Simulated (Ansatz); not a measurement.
H$_{3}$AlO$_{3}$, singlet, at a GFN2-xTB geometry (such geometries of metal compounds can be far from the true shape), atoms displaced at random by about 0.05 Å a coordinate. Base run: HF/def2-SV(P) in Ansatz (a quantum-chemistry and plane-wave program).

The Ansatz input:
Ansatz 0.2 input:
```yaml
crystal:
  periodic: [false, false, false]
  atoms:
    - {symbol: Al, position_ang: [0.07765935, -0.08064344, 0.06992788]}
    - {symbol: O, position_ang: [-1.12956021, -1.33265125, 0.06398015]}
    - {symbol: H, position_ang: [-1.94147375, -1.42288967, -0.28911202]}
    - {symbol: O, position_ang: [-0.38293340, 1.32453935, -0.90758265]}
    - {symbol: H, position_ang: [0.11437971, 2.17893047, -1.09732535]}
    - {symbol: O, position_ang: [1.41254024, -0.04252957, 0.84695668]}
    - {symbol: H, position_ang: [1.79418234, -0.71554176, 1.46940046]}
basis:
  gaussian:
    orbitals: def2-SV_P_.json
hamiltonian:
  xc: hf
relax: {}
```
The basis file holds def2-SV(P) in the JSON format of the Basis Set Exchange.

Each row names what was changed in the base input (with any setting that the change needs).

| change | ΔE vs base (kcal/mol) | optimiser steps |
|---|---|---|
| base | 0.000 | 5 |
| relax = max_displacement: 0.5 | 0.001 | 5 |
| relax = max_displacement: 0.02 | 0.001 | 8 |
| relax = f_tol: 0.1 | 0.037 | 3 |
| relax = f_tol: 0.05 | 0.003 | 4 |
| relax = f_tol: 0.002 | 0.000 | 6 |
| relax = f_tol: 0.0005 | 0.000 | 6 |
